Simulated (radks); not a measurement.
Numerical settings for the oxygen ion O3+, [He] 2s2 2p1. All-electron calculation, Dirac Kohn-Sham, PBE, spin-unpolarised, spherical densities, finite nucleus; open shells are shared between the two j in proportion to 2j + 1; Fermi nuclear charge, rms radius 2.6991 fm. Program: a radial shooting solver on a logarithmic mesh with Libxc functionals. The defaults (mesh step 0.008 in ln r, mesh end at 40 bohr or more with all orbitals vanishing there, Anderson mixing 0.5 over 9 steps, residual threshold near 1e-9 with the energy settled to 1e-9 hartree or 1e-11 of itself, here a cap of 66 iterations) give E = -71.1841 hartree and 2p3/2 at -64.935 eV in 13 iterations. Run on one thread of a shared host, so times are rough (Arm Neoverse N1): 0.06 s of CPU time, 0.06 s wall, 13 iterations on 2189 mesh points. Changes against that run (0 stands for a change within the tolerance of the run):

mesh step in ln r 0.12: iterations 66; converged no; E (mhartree) -2.72e+05; CPU (s) 0.14
mesh step in ln r 0.03: iterations 13; converged yes; E (mhartree) 0; e(2p3/2) (meV) 0; CPU (s) 0.02
mesh step in ln r 0.005: iterations 13; converged yes; E (mhartree) 0; e(2p3/2) (meV) 0; CPU (s) 0.08
mesh end (bohr) 12: iterations 13; converged yes; E (mhartree) 0; e(2p3/2) (meV) 0; CPU (s) 0.05
mesh end (bohr) 20: iterations 13; converged yes; E (mhartree) 0; e(2p3/2) (meV) 0; CPU (s) 0.05
residual threshold 0.01: iterations 8; converged yes; E (mhartree) 0; e(2p3/2) (meV) -0.109; CPU (s) 0.04
residual threshold 0.1: iterations 8; converged yes; E (mhartree) 0; e(2p3/2) (meV) -0.109; CPU (s) 0.04
mixing 0.01: iterations 17; converged yes; E (mhartree) 0; e(2p3/2) (meV) 0; CPU (s) 0.07
linear mixing, mixing 0.5: iterations 30; converged yes; E (mhartree) 0; e(2p3/2) (meV) 0; CPU (s) 0.1
linear mixing, mixing 0.05: iterations 66; converged no; E (mhartree) +0.0741; e(2p3/2) (meV) -726; CPU (s) 0.23
mixing history 20: iterations 16; converged yes; E (mhartree) 0; e(2p3/2) (meV) 0; CPU (s) 0.06
iteration cap 3: iterations 3; converged no; E (mhartree) +0.0629; e(2p3/2) (meV) -264; CPU (s) 0.01

No run marked as converged misses the energy by more than 1 mhartree. A mesh that ends early acts as a hard wall.
